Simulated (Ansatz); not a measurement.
Reaction (ligand exchange at the Si–O bond): `[CH3][In]([NH2])[O][SiH3]` + `N=CCF` → `FC/C=N\[SiH3]` + `[CH3][In]([NH2])[OH]`

Gas-phase electronic energies from Ansatz, PBE0-D4/def2-TZVP geometries. CCSD(T)/CBS adds triple-zeta CCSD(T) − MP2 to the extrapolated MP2 energy (def2 sets, frozen cores). Functionals use def2-TZVPP. B3LYP here is the variant with VWN-RPA as its local correlation; programs differ in this. def2 core potentials past Kr. For In outer-core shells are correlated without core-valence functions, which leaves a few kJ/mol of doubt a bond. Each species was taken in one conformer, which may not be the lowest.

```csv
level,ΔE (kJ/mol),difference from CCSD(T)/CBS
PBE-D4,75.0,-13.5
r2SCAN-D4,83.8,-4.7
PBE0-D4,81.3,-7.2
B3LYP-D4,83.2,-5.3
ωB97X-V,85.5,-3.0
ωB97M-V,84.4,-4.1
B2PLYP,86.7,-1.8
PBE,75.7,-12.8
r2SCAN,83.9,-4.6
PBE0,81.8,-6.7
B3LYP,84.4,-4.1
HF/def2-TZVPP,99.8,11.3
MP2/def2-TZVPP,88.1,-0.4
SCS-MP2/def2-TZVPP,91.0,2.5
CCSD/def2-TZVPP,92.3,3.8
CCSD(T)/def2-TZVPP,90.5,2.0
HF/def2-QZVPP,100.7,12.2
MP2/def2-QZVPP,87.3,-1.2
SCS-MP2/def2-QZVPP,90.2,1.7
HF/CBS(def2),100.8,12.3
MP2/CBS(def2),86.1,-2.4
CCSD/CBS(def2),90.3,1.8
CCSD(T)/CBS,88.5,0
```

Largest T1 diagnostic among the species: 0.015.

From PBE to PBE0 (25 % exact exchange), in def2-TZVPP and without D4, ΔE moves by +6.1 kJ/mol. In def2-TZVPP, CCSD(T) changes the Hartree–Fock value by −9.3 kJ/mol (the triples alone add −1.8 kJ/mol) and MP2 by −11.7 kJ/mol.
